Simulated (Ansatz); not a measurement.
A run for Ansatz (an electronic-structure program): FCI/cc-pVDZ on BH (SMILES [BH]), 2S+1 = 3, a spin state set in the input, which need not be the lowest.

Ansatz 0.2 input:
```yaml
crystal:
  periodic: [false, false, false]
  atoms:
    - {symbol: B, position_ang: [-0.00000000, -0.00000000, -0.19866434]}
    - {symbol: H, position_ang: [0.00000000, 0.00000000, 0.99332168]}
basis:
  gaussian:
    orbitals: cc-pVDZ
magnetization: {spin_polarized: false, initial_magnetization: 2}
correlation: {method: fci, electrons: outside_noble_gas}
```

### Question
Give the final energy of this run.

### Answer
-25.1674 hartree.
